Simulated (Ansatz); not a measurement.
A made-up structure of BH₂TeCl, closed shell:

Cl1  (-1.185, 0.640, 1.286)
B2  (-0.545, -0.439, 0.084)
Te3  (1.264, -0.102, -0.970)
H4  (-1.143, -1.434, -0.179)
H5  (-1.500, 1.221, 2.441)
(Å)

It is relaxed with PBE-D4/def2-SVP and then PBE0-D4/def2-TZVP (Ansatz 0.2.0). Atoms count as bonded within 1.22 times the sum of their covalent radii (H–H: 0.88 Å). The end point is not checked to be a true minimum.

Problem. Does its bonding change? (Judge from chemistry; the calculation decides.)

Solution. The calculation gives: Yes. Formed: none; broken: Cl1–B2.

Where it ends: The first stage lowers the energy by 2.08 eV in 13 steps. It ends as a complex of BHTe ([BH][Te]) + HCl:
Cl1  (-1.108, 1.251, 1.898)
B2  (-0.208, -1.062, -0.596)
Te3  (1.342, -0.119, -1.248)
H4  (-1.155, -1.645, -0.204)
H5  (-1.980, 1.460, 2.812)
(Å)

Labels in which every atom is bracketed show which atoms are joined, not bond orders.

For scale, one of the runs: PBE0-D4/def2-TZVP relaxation, 130 basis functions, launched by `ansatz run in.yaml --threads 2 --pin off --events-out ev --progress --plain --max-ram 4352MiB`. Hardware: 2 CPU threads of an Arm Neoverse V2, shared host. Wall time about 43 s.
